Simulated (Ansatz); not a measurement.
Gas-phase electronic energies from Ansatz, PBE0-D4/def2-TZVP geometries. CCSD(T)/CBS adds triple-zeta CCSD(T) − MP2 to the extrapolated MP2 energy (def2 sets, frozen cores). Functionals use def2-TZVPP. Each species was taken in one conformer, which may not be the lowest.

`N[SiH](F)CF` + `C#[C][Al]([F])[F]` → `C#C[SiH](F)CF` + `[NH2][Al]([F])[F]`  (redistribution)

`N[SiH](F)CF`:

```xyz
10

N     0.268    0.506    1.480
Si    0.636   -0.378    0.086
F     1.949    0.118   -0.693
C    -0.828   -0.178   -1.085
F    -1.298    1.136   -1.023
H     0.809    0.444    2.325
H    -0.226    1.381    1.407
H     0.899   -1.794    0.430
H    -1.651   -0.843   -0.803
H    -0.560   -0.392   -2.125
```

`C#[C][Al]([F])[F]`:

Cartesian coordinates in Å:
```
C 0.728 -1.349 -1.030
C 0.252 -0.467 -0.356
Al -0.488 0.904 0.690
F -0.453 0.830 2.323
F -1.188 2.209 -0.002
H 1.149 -2.128 -1.625
```

`C#C[SiH](F)CF`:

```xyz
10

C    -1.194   -2.171    0.832
C    -0.392   -1.294    0.628
Si    0.800    0.028    0.274
F     1.244    0.714    1.647
C     0.000    1.375   -0.772
F    -0.321    0.853   -2.019
H    -1.902   -2.947    1.013
H     1.998   -0.532   -0.384
H     0.682    2.221   -0.914
H    -0.915    1.754   -0.306
```

`[NH2][Al]([F])[F]`:

Z-matrix (Å, degrees):
```
N
Al 1 1.745
H 1 1.006 2 124.4
H 1 1.006 2 124.5 3 -179.9
F 2 1.640 1 120.7 3 -0.1
F 2 1.640 1 120.7 3 180.0
```

| species | B2PLYP energy (Eh) |
| --- | --- |
| `N[SiH](F)CF` | -584.97898 |
| `C#[C][Al]([F])[F]` | -518.88577 |
| `C#C[SiH](F)CF` | -605.72304 |
| `[NH2][Al]([F])[F]` | -498.14153 |

**Question.** Work out ΔE.

**Answer.** ΔE = (-605.72304) + (-498.14153) − (-584.97898) − (-518.88577) = 0.00018 Eh = +0.1 kcal/mol. CCSD(T)/CBS gives +0.3 kcal/mol.

Largest T1 diagnostic among the species: 0.014.

Leaving LDA and LC-ωPBE aside and taking each functional with its dispersion term where it has one, the values, not all of them listed here, spread over 1.2 kcal/mol, from BLYP-D4 to ωB97M-V.
